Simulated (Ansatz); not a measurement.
`OB(F)F` + NH₃ → `NB(F)F` + H₂O at 600 K and 1 bar (ligand exchange at a B–O bond).

Isolated molecules relaxed with PBE0-D4/def2-TZVP in Ansatz; ΔE leaves out vibrations. CCSD(T)/CBS adds triple-zeta CCSD(T) − MP2 to the extrapolated MP2 energy (def2 sets, frozen cores). This one scheme is used for every species. One conformer a species, not always the lowest.

```
 species  CCSD(T)/CBS energy (Eh)  H − E (kJ/mol)  S (J/(mol·K))
`OB(F)F`               -300.33752            98.7          320.4
     NH₃                -56.50880           112.4          219.5
`NB(F)F`               -280.46129           134.4          326.3
     H₂O                -76.37941            76.8          212.8
```

H − E and S are ideal-gas, rigid-rotor, harmonic terms from PBE0-D4/def2-TZVP, for one conformer and one mirror image of each species. 1 Eh = 2625.50 kJ/mol, R = 8.31446 J/(mol·K).

Problem. By hand: ΔE, ΔH, ΔS and ΔG.

Solution. ΔE = (-280.46129) + (-76.37941) − (-300.33752) − (-56.50880) = 0.00562 Eh = 14.8 kJ/mol. Δ(H − E) = 134.4 + 76.8 − 98.7 − 112.4 = 0.1, so ΔH = 14.9 kJ/mol. ΔS = 326.3 + 212.8 − 320.4 − 219.5 = -0.8 J/(mol·K). ΔG = 14.9 − 600 × (-0.8)/1000 = 15.4 kJ/mol.

Problem. By hand: the equilibrium constant, and the temperature at which ΔG would vanish if ΔH and ΔS stayed fixed.

Solution. log₁₀ K = −ΔG/(RT ln 10) = -1.3. ΔH and −TΔS have one sign here, so there is no such temperature. One of them is within its doubt of zero, so this could turn.

The number of gas molecules stays the same, so ΔS is small and ΔH decides. A doubt of 5 kJ/mol in ΔE shifts log₁₀ K by 0.4 here. Other conformers and mirror images would add mixing entropy, several J/(mol·K) or more a flexible species. These are equilibria of isolated gas molecules and say nothing of rates. Largest T1 diagnostic: 0.012 (customary marks: 0.02 for closed shells, 0.045 for open ones).
